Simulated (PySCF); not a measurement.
All values below come from ωB97X-D3(BJ)/def2-TZVP // PBE0-D3(BJ)/def2-TZVP run with PySCF. Isolated molecules, 0 K electronic values unless said otherwise. One relaxed conformer stands for a flexible species; it need not be the lowest. Excitations are Tamm–Dancoff values on a coarser integration grid. The basis has no diffuse functions, so Rydberg states are missing or too high.

Reference species (SMILES): `O[SiH](O)O` (neutral, multiplicity 1).

```
Property               Result
-------------------  --------
T1 excitation (TDA)   8.29 eV
S1 excitation (TDA)   8.79 eV
HOMO–LUMO gap        14.14 eV
```

Changed species: `O[Si](O)(O)O` (0 of 4 OH replaced by H; the reference has 1 of 4 OH replaced by H).

Task: Give the shifts of the T1 excitation (TDA), S1 excitation (TDA) and HOMO–LUMO gap.

Result: the T1 excitation (TDA) falls by 0.08 eV, to 8.21 eV; the S1 excitation (TDA) falls by 0.17 eV, to 8.62 eV; the HOMO–LUMO gap decreases by 0.03 eV, to 14.11 eV.
